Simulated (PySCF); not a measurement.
Geometry:
```
atom   x (Å)   y (Å)   z (Å)
  C1  -0.597   2.109   0.493
  C2  -0.229   0.889   0.200
  C3   0.691  -0.034  -0.469
  C4   2.094  -0.248   0.048
  C5  -0.501  -0.550   0.330
  C6  -1.686  -1.151  -0.378
  F7  -1.483  -2.493  -0.617
  H8  -1.472   2.310   1.091
  H9  -0.038   2.965   0.152
 H10   0.610  -0.106  -1.549
 H11   2.447  -1.242  -0.220
 H12   2.770   0.487  -0.384
 H13   2.122  -0.147   1.130
 H14  -0.287  -1.020   1.284
 H15  -1.851  -0.678  -1.352
 H16  -2.596  -1.081   0.230
```

Geometry: GFN2-xTB; GIAO shifts from PySCF 2.14.0 with density-fitted response routines, gas phase, non-relativistic, averaged over equivalent atoms.

At PBE0/pcSseg-1 (164 basis functions, 19 s wall time on 1 thread of an Arm Neoverse V1, shared host):
```tsv
atoms	δ (ppm)
C2	146.3
C1	111.3
C6	89.6
C5	27.3
C3	21.9
C4	19.7
F7	-241.1
H9	5.84
H8	5.79
H16	5.15
H15	3.98
H14	1.45
H10	1.42
H11/H12/H13	1.31
```

Referencing at the same level of theory: $^{13}$C (186.93 ppm) and $^{1}$H (31.72 ppm) against TMS; CFCl3 for $^{19}$F (170.95 ppm).

Problem. Estimate the result of repeating the calculation with PBE0/6-311+G(2d,p).

Solution. 
```csv
atoms,"δ at PBE0/6-311+G(2d,p)",change
C2,145.0,-1.3
C1,108.4,-2.9
C6,87.6,-2.0
C5,28.1,+0.8
C3,22.4,+0.5
C4,18.3,-1.4
F7,-242.7,-1.6
H9,5.74,-0.10
H8,5.67,-0.12
H16,5.09,-0.06
H15,3.96,-0.02
H14,1.62,+0.17
H10,1.57,+0.15
H11/H12/H13,1.24,-0.07
```

Scale: TMS for $^{13}$C (σref 188.91), $^{1}$H (σref 31.98); $^{19}$F (σref 168.58) vs CFCl3 (reference shieldings calculated alike).

The largest change is at C1 (terminal =CH2 carbon). Cost: 243 basis functions, 41 s wall time on 1 thread of an Arm Neoverse V1, shared host. The order of the carbon signals is the same at both levels.

Unscaled 19F shifts against computed CFCl3 carry errors that often reach 10 to 50 ppm.
